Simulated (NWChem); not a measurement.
System: GaCl$_{2}$F; SMILES [Cl][Ga]([F])[Cl]

```xyz
4

Ga     0.0000     0.0000     0.2617
F      0.0000     0.0000     1.9975
Cl    -1.8591     0.0000    -0.7446
Cl     1.8591     0.0000    -0.7446
```
Atoms are numbered in this order, from 1.

Level: PBE0/def2-SVP (NWChem), optimised geometry, unscaled harmonic frequencies. 

```csv
frequency (cm⁻¹),IR intensity (km/mol)
124,6.4
160,25.7
175,25.1
409,7.4
489,90.4
736,71.2
```

```
Property                                                                           Result
-----------------------------------------------------------------------  ----------------
zero-point energy                                                            3.0 kcal/mol
thermal correction to the enthalpy at 298.15 K (with zero-point energy)      7.0 kcal/mol
heat capacity Cv                                                         15.1 cal/(mol K)
entropy at 298.15 K and 1 atm (symmetry number 2)                        77.2 cal/(mol K)
dipole moment                                                                      0.81 D
```

Rigid rotor and harmonic oscillator.
